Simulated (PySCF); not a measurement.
BrCl2H2NSn, SMILES [NH2][Sn]([Cl])([Cl])[Br].

Coordinates come from a r2SCAN-D4/def2-SVP optimisation. The def2 effective core potentials stand for the cores of Sn; spin–orbit coupling is left out. One conformer was computed; it need not be the lowest.

Two levels are set side by side: TDDFT-PBE/def2-SVPD (PySCF) and TDDFT-PBE0/def2-SVPD (PySCF). Vertical, same geometry. The lowest singlet is HOMO→LUMO 95 % with PBE and HOMO→LUMO 93 % with the other functional; states are paired by order. Differences are taken from unrounded values.

```json
[
 {"quantity": "lowest singlet excitation (eV)", "TDDFT-PBE0": "4.44"},
 {"quantity": "lowest triplet excitation (TDA) (eV)", "TDDFT-PBE0": "3.80"}
]
```

What does TDDFT-PBE give, and how far is it from TDDFT-PBE0? (Estimate from the structure and the level; the computed values follow.)


```
quantity                              TDDFT-PBE  TDDFT-PBE minus TDDFT-PBE0
------------------------------------  ---------  --------------------------
lowest singlet excitation (eV)             3.67                       -0.77
lowest triplet excitation (TDA) (eV)       3.17                       -0.64
```

A lower first singlet is the usual sign of a functional without exact exchange. Differences between two approximate levels are no errors against the true value.

Rough cost on one machine, each run with all the roots and properties that it gave: TDDFT-PBE0 against TDDFT-PBE about 3 times.
